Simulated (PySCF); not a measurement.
## Radial density of Rh⁴²⁺ (rhodium, charge +42)

BHandHLYP, [He] 2s1, 2S determinant. Computed with PySCF 2.14 in an uncontracted even-tempered set (19 s from 18 bohr⁻², ratio 2.2; 8 p from 28 bohr⁻², ratio 2.4; 5 d from 83 bohr⁻², ratio 2.4; 5 f from 120 bohr⁻², ratio 2.4; 4 g from 190 bohr⁻², ratio 2.4), with the spin-free X2C one-electron Hamiltonian (Gaussian nucleus).

| r (bohr) | 4πr²ρ (e/bohr) | 4πr²(ρα − ρβ) |
| --- | --- | --- |
| 0.0270 | 47.54 | 1.3598 |
| 0.0454 | 23.55 | 0.0364 |
| 0.0763 | 8.729 | 4.7513 |
| 0.128 | 8.251 | 8.1459 |
| 0.216 | 1.851 | 1.8512 |
| 0.363 | 0.02551 | 0.0255 |

Densities and radii are taken from the X2C orbitals without a picture-change correction, which distorts them close to the nucleus.
